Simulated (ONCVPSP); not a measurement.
# antimony (Sb): excitation energies, all-electron against ONCV

Sb, optimised norm-conserving Vanderbilt (ONCV), made with ONCVPSP 4.0.1 (revPBE, scalar-relativistic). Core [Kr], reference 4d10 5s2 5p2.5 (charge +0.5). Waves: 5s: rc 1.85 bohr, ncon 4, nbas 8, qcut 3.6 1/bohr, 3 projectors, debl 1 Ha; 5p: rc 2.50 bohr, ncon 3, nbas 6, qcut 3.9 1/bohr, 3 projectors, debl 2.3 Ha; 4d: rc 1.20 bohr, ncon 4, nbas 9, qcut 15.7 1/bohr, 3 projectors, debl 1.3 Ha. Local part: polynomial inside 0.95 bohr (lpopt 5, dvloc0 3 Ha). Core correction: Teter function fitted to the true core (icmod 2), fcfact 0.4.

In the d channel the program set the typed energies aside and used -1.380, 0.250, 1.550 Ha.

Energies are relative to the spin-unpolarised reference configuration 4d10 5s2 5p2.5; without spin polarisation the order of configurations can differ from experiment.

```tsv
valence configuration	charge	ΔE all-electron (eV)	error AE − PS (meV)
4d10 5s2 5p1	+2	20.915	-11
4d10 5s2 5p0	+3	45.204	-35
```

What are ΔE and the potential's error for 4d10 5s2 5p2?

ΔE = 5.026 eV all-electron; the error (AE − PS) is -1.5 meV.

What are ΔE and the potential's error for 4d10 5s2 5p3?

ΔE = -3.237 eV all-electron; the error (AE − PS) is +0.4 meV.

Note: ghosts flagged at negative energy: s at -605.1 eV, s at -124.0 eV; GHOST(+) flagged for p at 56.7 eV, s at 391.5 eV. A true bound ghost makes a file unfit for plane-wave use.
